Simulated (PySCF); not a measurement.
**A small calculation by hand: chemical shift, span and skew from a shielding tensor**

Si(OSiH3)(H)(F)(NHSiH3) (FH₈NOSi₃), SMILES F[SiH](N[SiH3])O[SiH3]. Atoms are numbered in the order given.

```xyz
14

Si     0.1362    -0.9601     0.5234
F      0.0783    -0.1106     1.9092
N     -1.2353    -0.3937    -0.3460
Si    -2.3863     0.8272     0.1786
O      1.5448    -0.6330    -0.2630
Si     2.1199     0.5478    -1.2979
H      0.1370    -2.3975     0.8490
H     -1.4184    -0.8052    -1.2581
H     -3.3834     0.9631    -0.9213
H     -1.7295     2.1441     0.4096
H     -3.0882     0.4300     1.4314
H      1.7488     1.9035    -0.8041
H      3.5987     0.4190    -1.3615
H      1.5433     0.3491    -2.6586
```

The structure is a stationary point at B3LYP-D3(BJ)/def2-SVP. The values are those of a single conformer.

GIAO shieldings from PySCF with PBE/pcSseg-1, non-relativistic, no solvent. The symmetric part of the tensor of Si6 has the principal values 329.5, 340.5, 452.5 ppm. The same nucleus in TMS has σ = 335.4 ppm at this level (PySCF, at its B3LYP-D3(BJ)/def2-TZVP geometry).

Task: Work out the isotropic shielding, the ²⁹Si shift against TMS, the span and the skew.

Result: 
σ(iso) = (σ11 + σ22 + σ33)/3 = 374.2 ppm. δ = σ(ref) − σ(iso) = 335.4 − (374.2) = -38.8 ppm.
Span Ω = σ33 − σ11 = 123.0 ppm. Skew κ = 3(σ(iso) − σ22)/Ω = 0.82. Tumbling in solution averages the tensor to δ; in a static solid the shielding alone would spread this spin-1/2 line over Ω.
